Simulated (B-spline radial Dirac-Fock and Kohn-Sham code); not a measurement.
These are calculated numbers from an atomic code on a B-spline grid; the model is the Dirac equation of a negative muon with reduced mass in the field of a spherical finite nucleus, with the Uehling potential to all orders; nuclear polarisation, deformation, hyperfine structure, self-energy, higher-order vacuum polarisation, relativistic recoil and electron screening are left out. The nuclear charge is a Fermi distribution (skin thickness 2.3 fm).

Q: A muonic atom of atomic mass 117.90 u emits these computed lines: 2p3/2 → 1s1/2 3460 keV, 3d5/2 → 2p3/2 982.3 keV, 4f7/2 → 3d5/2 345.3 keV, 5g9/2 → 4f7/2 159.2 keV. Which element is it, and what rms charge radius was used?

A: Tin (Z = 50, nuclide ¹¹⁸Sn); the high transitions hardly feel the nucleus and fix Z. The 2p → 1s line lies 2046 keV below the value for a point nucleus without QED, which for this nuclear model gives a radius near 4.64 fm (4.6393 fm was used).
